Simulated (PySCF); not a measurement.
Compound: C6H6O3.
Z-matrix (Å and degrees, PBE0-D3(BJ)/def2-SVP geometry), rows numbered from 1:
```
C 
O   1  1.4153
C   2  1.3398  1  115.66
O   3  1.2059  2  123.49  1     0.21
C   3  1.4687  2  111.64  1  -179.79
C   5  1.4344  3  129.66  2     0.55
C   6  1.3593  5  105.52  3   179.96
O   7  1.3551  6  110.46  5     0.03
C   8  1.3369  7  107.81  6    -0.02
H   1  1.0963  2  106.32  3   177.98
H   1  1.1001  2  110.93  3    58.03
H   1  1.1004  2  110.93  3   -62.22
H   6  1.0868  5  126.83  3    -0.04
H   7  1.0868  6  133.53  5  -179.97
H   9  1.0869  5  132.16  3    -0.01
```

Level: PBE0/pcSseg-1 in PySCF, non-relativistic, on one gas-phase PBE0-D3(BJ)/def2-SVP geometry that isn't relaxed in the solvent. The solvent is an IEF-PCM continuum (van der Waals radii × 1.2). Only the electrostatic response of the medium enters.

```tsv
run	E − E(gas) (kJ/mol)	HOMO (eV)	HOMO–LUMO gap (eV)	dipole (D)
gas	0.00	-7.11	6.26	2.07
P	-26.68	-7.11	6.15	2.64
Q	-26.05	-7.11	6.15	2.63
R	-19.19	-7.10	6.18	2.47
```

The runs were made in acetonitrile, chloroform and water. Which run belongs to which solvent?

P = water, Q = acetonitrile, R = chloroform. The dielectric constants are 4.711 (chloroform), 35.69 (acetonitrile), 78.36 (water), and the energy falls further as ε rises. In this model the ground state sees the solvent through ε alone.

How constant is the ratio of the lowering to (ε − 1)/(2ε + 1)?

```
     solvent  (ε − 1)/(2ε + 1)  E − E(gas) (kJ/mol)  ratio (kJ/mol)  polarisation term (kJ/mol)
  chloroform             0.356               -19.19           -53.9                      -20.79
acetonitrile             0.479               -26.05           -54.4                      -29.06
       water             0.490               -26.68           -54.4                      -29.84
```

The ratio changes by +1.0 % in size from chloroform to water. The polarisation term is half the interaction of the solute with the induced surface charges.

Cost: about 60 s of CPU time on one thread; the machine was shared, so the figure is rough. This is the whole shielding run at PBE0/pcSseg-1 in water, SCF included.
